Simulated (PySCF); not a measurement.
**Relaxation of singlet Tl₂Br₂**

Method: PBE0/[Tl def2-SVP with ECP60, Br def2-SVP], scalar-relativistic core potentials, density fitting, no spin–orbit coupling, PySCF. A (50,194) grid was used.

A hand-made linear X-M-M-X start, of D∞h symmetry, held to at least that symmetry:

```xyz
4
charge 0 multiplicity 1, angstrom
Tl    0.0000    0.0000    1.4400
Tl    0.0000    0.0000   -1.4400
Br    0.0000    0.0000    4.0200
Br    0.0000    0.0000   -4.0200
```

Question: What does it relax to?

Answer: It ends at D∞h with Tl–Br 2.660 Å (×2) (after a last refinement on a finer grid). The molecule has come apart into TlBr + TlBr. A frequency run shows a minimum.

Question: How much energy is released, and in how many steps?

Answer: 110.4 kJ/mol in 12 steps.

With an element this heavy the missing spin–orbit coupling can shift these numbers.

The relaxation took 110 s on 2 threads of a shared Arm Neoverse N1 host, with 116 basis functions and 13 gradients; the process peaked at 0.79 GiB.
